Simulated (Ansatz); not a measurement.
Results of the Gaussian-basis code of Ansatz.

A structure relaxed at PBE0-D4/def2-TZVP, charge 0, multiplicity 1:

| atom | x (Å) | y (Å) | z (Å) |
| --- | --- | --- | --- |
| F1 | 1.1766 | 1.8455 | -0.7954 |
| Si2 | 0.8973 | 0.3163 | -0.4590 |
| C3 | -0.3709 | -0.0106 | 0.8481 |
| C4 | -0.7632 | -0.4520 | -0.5388 |
| S5 | -1.8097 | -1.4958 | -1.1453 |
| H6 | 2.1284 | -0.4650 | -0.6784 |
| H7 | -0.8150 | 0.9650 | 1.0852 |
| H8 | -0.4435 | -0.7035 | 1.6835 |

(1) Give its formula and SMILES.

(2) Summarise the bond lengths by kind.

## Answers

(1) C2H3FSSi, `F[SiH]1CC1=S`.

(2) 1 × F–Si 1.590 Å; 2 × C–Si 1.831 to 1.850 Å; 1 × H–Si 1.475 Å; 1 × C–C 1.507 Å; 2 × C–H 1.088 to 1.098 Å; 1 × C–S 1.598 Å.
